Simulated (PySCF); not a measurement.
C8H11N3.
SMILES with atom numbers: `[CH2:1]=[CH:2][CH2:3][n:4]1[n:5][cH:6][c:7]([CH:8]2[CH2:9][CH2:10]2)[n:11]1`

Cartesian coordinates in Å at the GFN2-xTB level; atoms count from 1:
```
atom  x, y, z in Å
C1    -4.2603    0.0963    0.4342
C2    -3.1148    0.6962    0.1769
C3    -2.3152    0.4770   -1.0755
N4    -0.9946    0.0100   -0.7551
N5    -0.7095   -1.2623   -0.6397
C6     0.5682   -1.2913   -0.2946
C7     1.0296    0.0326   -0.2069
C8     2.3562    0.5513    0.1291
C9     3.5803   -0.2597   -0.2010
C10    3.1591   -0.1039    1.2222
N11    0.0028    0.8261   -0.5054
H12   -4.8065    0.2785    1.3435
H13   -4.7047   -0.5989   -0.2589
H14   -2.6702    1.3853    0.8819
H15   -2.2040    1.4206   -1.6177
H16   -2.7909   -0.2724   -1.7108
H17    1.0808   -2.2170   -0.1356
H18    2.4206    1.6278    0.0358
H19    4.4595    0.2650   -0.5421
H20    3.4342   -1.2185   -0.6747
H21    3.7443    0.5321    1.8685
H22    2.7247   -0.9555    1.7234
```

NICS = −σ at a ghost point: NICS(0) at the centroid of the ring atoms, NICS(1) 1 Å to either side along the normal of their mean plane, zz for the tensor component along that normal. Level: GIAO PBE0/pcSseg-1 (PySCF, non-relativistic, gas phase) on the GFN2-xTB geometry, one conformer.

Ring bond lengths (Å), with Mayer bond orders in brackets: N4–N5 1.309 (1.25), N5–C6 1.324 (1.51), C6–C7 1.405 (1.31), C7–N11 1.332 (1.46), N11–N4 1.313 (1.22); C8–C9 1.505 (0.94), C9–C10 1.492 (0.97), C10–C8 1.506 (0.93).

**Question.** Give the NICS values of each ring in ppm.

**Answer.** 
```csv
ring,type,NICS(0),"NICS(1), two faces","NICS(1)zz, two faces",rms pucker (Å),"centre to ring atoms, mean (Å)"
N4–N5–C6–C7–N11,5-membered ring with 3 N; formal bonds all aromatic,-12.7,-12.8 / -12.9,-30.7 / -31.7,0.00,1.14
C8–C9–C10,3-membered carbocycle; formal bonds all single,-42.3,-8.0 / -6.9,-23.7 / -23.0,0.00,0.87
```

**Question.** What do they say, and how far can they be read as aromaticity?

**Answer.** 
- N4–N5–C6–C7–N11: mean NICS(1)zz -31.2 ppm, shielded. The ring is flat and has no four-coordinate atom; by the NICS criterion it is aromatic.
- C8–C9–C10: mean NICS(1)zz -23.3 ppm, shielded. C8, C9, C10 have four or more neighbours, so the value isn't read as a sign of a π ring current. NICS(0) lies 35 ppm below the mean NICS(1).

**Question.** And the bond-length index? HOMA takes Krygowski's 1993 parameters.

**Answer.** 
- N4–N5–C6–C7–N11: HOMA 0.98; the largest term is that of C6–C7, α(R − Ropt)² = 0.07. The geometric and the magnetic index point the same way.

**Question.** What are the shieldings of the ring atoms and their hydrogens in the same run (means over atoms taken as equivalent)?

**Answer.** 
```tsv
atoms	environment	σ isotropic (ppm)
N4	pyrrole-type nitrogen	-6.8
N5	pyridine-type nitrogen	-99.2
C6	aromatic CH next to a ring nitrogen	55.4
C7	substituted aromatic carbon	28.9
C8	benzylic-type carbon	176.0
C9 (×2)	three-membered-ring carbon	174.2
N11	pyridine-type nitrogen	-86.7
H17	aromatic hydrogen	24.69
H18	methine hydrogen	29.52
H19 (×2)	methylene hydrogen	30.64
H20 (×2)	methylene hydrogen	31.14
```

Rough CPU time on one thread of a shared machine: about 2.4 min. This is the whole shielding run at PBE0/pcSseg-1, SCF included.
